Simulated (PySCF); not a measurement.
Working out the excitation energy of Si

Si [Ne] 3s2 3p2 (3P) → Si [Ne] 3s2 3p1 4s1 (3P). Calculation: PySCF 2.14, in aug-cc-pVDZ-DK (5s4p2d, 27 functions); scalar relativity by spin-free X2C-1e. Frozen: [Ne]. Energies in hartree (1 hartree = 27.21139 eV):

| part | Si (lower) | Si (upper) |
| --- | --- | --- |
| UHF | -289.452928 | -289.272638 |
| MP2 opposite-spin | -0.038253 | -0.036893 |
| MP2 same-spin | -0.008249 | -0.006114 |

Task: What does Hartree-Fock give?

Result: (-289.272638) − (-289.452928) = 0.180290 hartree = 4.906 eV.

Task: What do MP2 and SCS-MP2 (6/5 opposite-spin, 1/3 same-spin) give?

Result: The opposite-spin parts differ by 0.037 eV and the same-spin parts by 0.058 eV. MP2: 4.906 + (0.037) + (0.058) = 5.001 eV. SCS-MP2: 4.906 + 1.2 × (0.037) + (0.058)/3 = 4.970 eV.

A double-zeta basis recovers only part of the correlation energy.
